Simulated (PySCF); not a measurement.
# Sb: excitation energy

Sb [Kr] 4d10 5s2 5p3 (4S) → Sb [Kr] 4d10 5s2 5p2 6s1 (4P), as a difference of total energies. All numbers are calculated (PySCF 2.14, scalar relativity by spin-free X2C-1e, in x2c-TZVPPall with one added diffuse shell each of s, p, d, f type (9s7p5d3f, 76 functions)). Correlated levels: valence: [Kr] 4d10 frozen. The calculations carry no spin-orbit coupling.

| method | excitation energy (eV) |
| --- | --- |
| UHF | 5.994 |
| MP2 (valence) | 6.097 |
| SCS-MP2 (valence) | 6.068 |
| CCSD (valence) | 6.061 |
| CCSD(T) (valence) | 6.062 |

Errors of the correlated levels include the incompleteness of this basis and the frozen core.

The promoted electron is Rydberg-like, and one or two diffuse shells describe it only roughly, which tends to raise the upper state.

Q: Which method comes closest to the reference value, and which is furthest?

A: The reference is 5.789 eV (measured; NIST levels, between the centres of gravity of the two terms). Closest: UHF (error 0.205 eV); furthest: MP2 (valence) (error 0.308 eV).
